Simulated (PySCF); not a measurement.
Computed with B3LYP-D3(BJ)/def2-TZVP run with PySCF 2.14.0. All species are isolated molecules in the gas phase. B3LYP has the VWN-RPA correlation part, as in Gaussian. 

Reference species (SMILES): `[F][Ga]([F])[CH3]` (neutral, multiplicity 1).

```
Quantity       Result
-------------  ------
dipole moment  3.59 D
```

Changed species: `[Ga]([F])([CH3])[CH3]` (whole molecule; the reference has whole molecule).

Question: Predict the effect on the dipole moment.

Answer: the dipole moment falls by 0.72 D, to 2.87 D.
